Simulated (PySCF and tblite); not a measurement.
**C₇H₁₃N, numbered as in [CH3:1]/[CH:2]=[CH:3]\[CH:4]=[CH:5]/[N:6]([CH3:7])[CH3:8]: conformational analysis**

Geometries GFN2-xTB; weights from PBE0-D3(BJ)/6-31G* energies and GFN2-xTB thermal corrections, with symmetry numbers and mirror pairs. Conformers within 3 kcal/mol (GFN2-xTB free energy) were kept, 10 at most. GIAO shieldings: PBE0/6-31G*. Shifts are against TMS (¹H), TMS (¹³C), NH3 (¹⁵N) at the same level. Codes: tblite and PySCF.

Torsions listed: C2–C3–C4–C5, C4–C5–N6–C7. Of a mirror pair one member is shown.

```csv
conformer,shape,symmetry,E(GFN2) kcal/mol,E(DFT) kcal/mol,G(298.15 K) kcal/mol,weight %,dipole D
1,"169°, -3°",C1 (pair),0.00,0.00,0.00,97.7,2.05
2,"49°, 39°",C1 (pair),1.50,2.04,2.23,2.3,1.41
```

Weights (%) against temperature:

```json
{"T (K)": "250", "1": "98.8", "2": "1.2", "S(mix) cal/mol/K": "1.50"}
{"T (K)": "273.15", "1": "98.3", "2": "1.7", "S(mix) cal/mol/K": "1.54"}
{"T (K)": "298.15", "1": "97.7", "2": "2.3", "S(mix) cal/mol/K": "1.59"}
{"T (K)": "323.15", "1": "97.0", "2": "3.0", "S(mix) cal/mol/K": "1.64"}
{"T (K)": "373.15", "1": "95.4", "2": "4.6", "S(mix) cal/mol/K": "1.75"}
```

Averaged shifts at 298.15 K. ¹H: 6.54 (H3, 1H), 5.48 (H5, 1H), 5.22 (H2, 1H), 4.88 (H4, 1H), 2.89 (H7/H8, 6H), 1.64 (H1, 3H) ppm. ¹³C: 128.9 (C5), 119.3 (C3), 113.5 (C2), 90.7 (C4), 41.9 (C7/C8), 14.9 (C1) ppm. ¹⁵N: 61.3 (N6) ppm.

Coordinates of conformer 1 (Å):

```xyz
21

C    -3.560   -0.421    0.191
C    -2.382   -1.159   -0.356
C    -1.130   -0.706   -0.481
C    -0.680    0.632   -0.192
C     0.571    1.124   -0.094
N     1.790    0.507   -0.027
C     1.956   -0.920    0.020
C     2.971    1.245   -0.391
H    -4.294   -0.244   -0.598
H    -4.047   -1.019    0.962
H    -3.278    0.533    0.624
H    -2.599   -2.171   -0.674
H    -0.402   -1.389   -0.894
H    -1.464    1.367   -0.076
H     0.664    2.199    0.020
H     1.151   -1.359    0.606
H     2.906   -1.145    0.510
H     1.973   -1.380   -0.977
H     2.797    2.312   -0.271
H     3.264    1.057   -1.433
H     3.803    0.952    0.254
```

Rotation about the C–N or B–N bond may be slow on the NMR time scale, and the averages treat it as fast. Unscaled ¹⁵N shifts at such levels can be off by tens of ppm; differences between conformers or isomers are more reliable. Shifts are unscaled: against experiment ¹³C can be off by 15 ppm or more and ¹H by 0.8 ppm.

Search and properties took 51 s on 1 thread of Arm Neoverse V1, on a host shared with other jobs (rough), launched as `OMP_NUM_THREADS=1 python ens_run.py task.json out`.


¹⁵N shifts are against a computed isolated NH3 molecule, about 20 ppm from the liquid.